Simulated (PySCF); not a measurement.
Al(H)(OH)(SeH) (AlH3OSe), SMILES [SeH][AlH][OH]. Atoms are numbered in the order given.

```xyz
6

Al    -0.5680    -1.1443     0.0000
H     -2.0984    -1.5665     0.0000
O      0.7115    -2.2839     0.0000
H      0.5297    -3.2342     0.0000
Se     0.0524     1.0957     0.0000
H      1.4797     0.6928     0.0000
```

Geometry: PBE-D3(BJ)/def2-TZVP. The values are those of a single conformer.

All values below come from PySCF with HF/def2-TZVPD.

Symmetry labels are those of the subgroup Cs that the program uses (full group Cs).

Computed valence orbital energies around the gap with their symmetry:
```csv
orbital,symmetry,energy (eV)
HOMO−7,A',-24.55
HOMO−6,A',-18.63
HOMO−5,A',-15.32
HOMO−4,A',-14.00
HOMO−3,A",-13.84
HOMO−2,A',-12.96
HOMO−1,A',-11.16
HOMO,A",-9.77
LUMO,A',1.04
LUMO+1,A",1.43
LUMO+2,A',1.56
LUMO+3,A',1.62
```
